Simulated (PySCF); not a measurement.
**Dipole response of Ti (titanium, neutral)**

[Ar] 3d2 4s1 4p1, one real determinant (an excited configuration). Computed with PySCF 2.14 in aug-cc-pVTZ with one added diffuse shell each of s, p, d, f, g type (9s8p6d4f3g, 118 functions), with the non-relativistic Hamiltonian (point nucleus). Coupled (time-dependent) response in atomic units; α is the mean over directions.

```
method  mean α (bohr³)         α xx, yy, zz  C₆ (like pair)   S(−4)
   UHF           173.9  120.8, 200.6, 200.3            1794  104400
```

S(−4) is the Cauchy moment in α(ω) = α(0) + S(−4) ω² + …

α(iu) at UHF:

```csv
u (hartree),α(iu) (bohr³)
0,173.9
0.0500,110.2
0.100,73.93
0.200,36.42
0.300,21.25
0.500,10.32
0.750,5.903
1.00,4.026
1.50,2.345
2.00,1.566
3.00,0.8471
5.00,0.3622
```

The components differ because the open shell of this determinant is not spherical; for a pure term their mean is the scalar polarisability.

⟨L²⟩ = 14.05 against 20 for a pure G term, so this real determinant mixes terms.
